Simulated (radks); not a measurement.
Task: Ge3+, configuration [Ar] 3d10 5d1 (not the ground configuration). Method: Dirac Kohn-Sham, PBEsol, spin-unpolarised, spherical densities, finite nucleus; open shells fill j = l - 1/2 first; Fermi nuclear charge, rms radius 4.0742 fm; computed with a radial shooting solver on a logarithmic mesh with Libxc functionals.

Spin-orbit splittings of the eigenvalues, e(l+1/2) - e(l-1/2), with zeta = 2 splitting/(2l+1) and mean radii in bohr:

| shell | occ. | splitting (eV) | zeta (eV) | <r> j=l-1/2 | <r> j=l+1/2 |
|---|---|---|---|---|---|
| 2p | 6 | 31.85 | 21.23 | 0.1813 | 0.1849 |
| 3p | 6 | 4.283 | 2.855 | 0.6390 | 0.6496 |
| 3d | 10 | 0.5979 | 0.2391 | 0.7151 | 0.7196 |
| 5d | 1 | ? | ? | 5.669 | 5.676 |

Estimate the 5d splitting.

Result: 0.01867 eV (zeta = 0.007468 eV).
